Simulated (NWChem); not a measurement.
System: MgHSeI; SMILES [Mg]([I])[SeH]

```xyz
4

Mg     0.0016     0.5104     0.0000
I      0.0091    -2.0602     0.0000
Se     0.0282     2.9453     0.0000
H     -1.4594     2.9231     0.0000
```
Atoms are numbered in this order, from 1.

Computed with NWChem. Medium grid unless said otherwise, to which SCAN and Minnesota functionals are sensitive. The geometry was optimised at PBE-D3(BJ)/def2-SVP. def2 effective core potentials on I; no spin-orbit coupling.

For level r2SCAN/def2-SVP:

| Quantity | Value |
|---|---|
| highest occupied level (eV) | -6.15 |
| orbital gap (eV) | 4.12 |

### Question
Estimate the same quantities for level TPSS/def2-SVP.

### Answer
- highest occupied level (eV): -5.96
- orbital gap (eV): 3.79
